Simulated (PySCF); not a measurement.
**Relaxation of doublet H₂CoO**

Method: UPBE0 in PySCF with Co def2-TZVP, O def2-TZVP, H def2-TZVP; no relativity; density-fitted integrals. A (50,194) grid was used.

A hand-made trigonal pyramidal start, of Cs symmetry, held to at least that symmetry:

```xyz
4
charge 0 multiplicity 2, angstrom
Co    0.0000   -0.3271    0.0000
O     0.1139    1.2689    0.0000
H    -0.9041   -0.5054   -1.0935
H    -0.9041   -0.5054    1.0935
```

Optimiser trace:
```csv
step,E − E(last) (kJ/mol),largest gradient (Eh/bohr)
0,9.70,0.05016
1,2.08,0.00681
2,0.86,0.00389
3,0.01,0.00123
4,0.00,0.00074
5,0.00,0.00005
```

It ends at Cs with Co–H 1.453 Å (×2), Co–O 1.540 Å; H–Co–H 99.3°, H–Co–O 106.4° (×2) (after a last refinement on a finer grid). A frequency run shows a minimum.

With open d or f shells other occupations or spin states may lie lower. At this level a quartet minimum of C2v symmetry lies 92 kJ/mol below this structure.
